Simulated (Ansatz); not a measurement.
The first iterations of a band of ClF2H7N3Ta (14 atoms, charge 0, multiplicity 1).

Computed with Ansatz, RKS PBE/def2-SVP.

- movable images: 3
- climbing image: yes
- spring: 5.0 eV/Å²
- optimiser: quadratic models (default)
- start path: through a guess of the saddle point
- force threshold: 0.03 eV/Å
- iteration limit: 60
- end points: relaxed

Initial state:

```xyz
14
Properties=species:S:1:pos:R:3
Ta -0.230 0.025 0.125
Cl 2.251 0.509 0.285
N 0.001 0.171 2.120
H -0.718 -0.248 2.730
H 0.818 0.433 2.681
N 0.313 -0.129 -1.808
H -0.307 -0.643 -2.453
H 1.210 0.055 -2.267
N -1.141 1.756 -0.079
H -1.456 2.338 0.702
H -1.323 2.210 -0.980
F -1.658 -1.219 0.106
F 1.089 -2.065 0.388
H 1.841 -1.439 0.402
```

Final state:

```xyz
14
Properties=species:S:1:pos:R:3
Ta -0.570 -0.119 0.177
Cl 3.256 -1.538 -0.223
N 0.295 0.569 1.820
H 0.918 -0.024 2.380
H 0.113 1.463 2.282
N 0.577 0.301 -1.378
H 0.267 0.347 -2.355
H 1.603 0.210 -1.335
N -1.766 1.471 -0.087
H -2.760 1.514 0.171
H -1.479 2.386 -0.453
F -2.182 -1.145 0.203
F 0.394 -1.814 0.589
H 2.026 -1.867 0.161
```

| iteration | highest image above the first end (eV) | largest band force component (eV/Å) |
| --- | --- | --- |
| 1 | 4.024 | 6.130 |
| 2 | 1.865 | 2.521 |
| 3 | 1.082 | 2.205 |
| 4 | 0.757 | 1.268 |
| 5 | 0.612 | 0.816 |
| 6 | 0.423 | 0.584 |

**Question.** Does the band converge within its limit, and where does its top end?

**Answer.** It converged. It ended after 20 iterations with the highest image 0.192 eV above the first end. Another band between the same ends (5 images) ends at a top of the same energy, where a vibrational analysis finds 1 clearly imaginary mode. So few images can step over the top or miss a turn of the path. The orbitals stay closed-shell, which can raise the energy where a bond breaks towards radicals; this wasn't checked here.

Time of the run: 2.8 min on 4 threads of Arm Neoverse V2, with other jobs on the host, peak memory 0.25 GiB.
